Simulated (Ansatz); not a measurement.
Born–Oppenheimer molecular dynamics of GeH₇Si (9 atoms, charge 0, multiplicity 2). It starts at the highest image of a converged band. Of that band: A vibrational analysis at the climbing image gives 2 clearly imaginary modes (650i, 52i cm⁻¹): a point of higher order, so a lower path passes nearby.

The calculation used UKS B3LYP-D4/def2-SVP in Ansatz.

```json
{"ensemble": "NVE (velocity Verlet)", "time step": "0.5 fs", "steps asked": "200", "starting velocities drawn for": "300 K", "seed": "5532"}
```

First frame:

```xyz
9
Properties=species:S:1:pos:R:3
Ge 0.000 0.000 -0.020
H -0.001 0.000 1.691
H 1.458 0.000 -0.530
H -0.729 1.262 -0.532
H -0.728 -1.263 -0.532
Si -0.001 0.000 3.612
H -0.764 -1.190 4.091
H 1.414 -0.067 4.083
H -0.647 1.257 4.091
```

(1) How far do the bonds stretch over the last three quarters of this one trajectory? (Pairs bonded in most of those frames.)

## Answers

(1) 
| bond | mean (Å) | spread (Å) | shortest | longest |
| --- | --- | --- | --- | --- |
| Ge1–H3 | 1.555 | 0.030 | 1.51 | 1.60 |
| Ge1–H4 | 1.554 | 0.028 | 1.51 | 1.59 |
| Ge1–H5 | 1.553 | 0.018 | 1.52 | 1.58 |
| H2–Si6 | 1.529 | 0.132 | 1.33 | 1.73 |
| Si6–H7 | 1.492 | 0.011 | 1.47 | 1.51 |
| Si6–H8 | 1.494 | 0.024 | 1.46 | 1.53 |
| Si6–H9 | 1.492 | 0.006 | 1.48 | 1.50 |

Mean temperature of the second half: 467 K. The conserved energy stayed within 0.25 meV per atom of its start (net change -0.098 meV per atom), so the integration is sound. The system heated up, since it started high on the potential surface and ran downhill. A run of 0.1 ps of so small a system gives no equilibrium averages.

The run took 11 min on 2 threads of AMD EPYC 7R43 64-Core Processor (Zen 3) (shared host), peak memory 0.26 GiB.
